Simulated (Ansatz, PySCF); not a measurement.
Zn(Me)2 (C₂H₆Zn), SMILES [CH3][Zn][CH3].

Geometry optimised at B3LYP-D3(BJ)/def2-SVP. The isomer is the one that the SMILES or the coordinates give; other isomers of the formula were not compared.

Vertical ionisation energy (IE) and electron affinity (EA) in eV. Rows of orbital energies are one-electron estimates. Where ΔSCF, EOM or ADC give a negative EA the extra electron is unbound and the value depends on the basis.

```
level                                                                  IE     EA
-------------------------------------------------------------------  ----  -----
−ε(HOMO), −ε(LUMO), CAM-B3LYP/def2-TZVPD (PySCF)                     8.48  -0.51
−ε(HOMO), −ε(LUMO), PBE/def2-TZVPD (PySCF)                           6.04   0.65
ΔSCF, PBE0/def2-SVPD (Ansatz), final states of multiplicity 2 and 2  9.25  -1.32
ΔSCF, PBE/def2-SVPD (Ansatz), final states of multiplicity 2 and 2   9.15  -1.24
```

Q: What vertical singlet–triplet gap does ΔSCF give with PBE0/def2-SVPD (Ansatz, a program for electronic structure) and with PBE/def2-SVPD (Ansatz)? (An estimate is asked for; the answer gives what the named calculation found.)

A: 5.56 and 5.34 eV (triplet above singlet where positive).
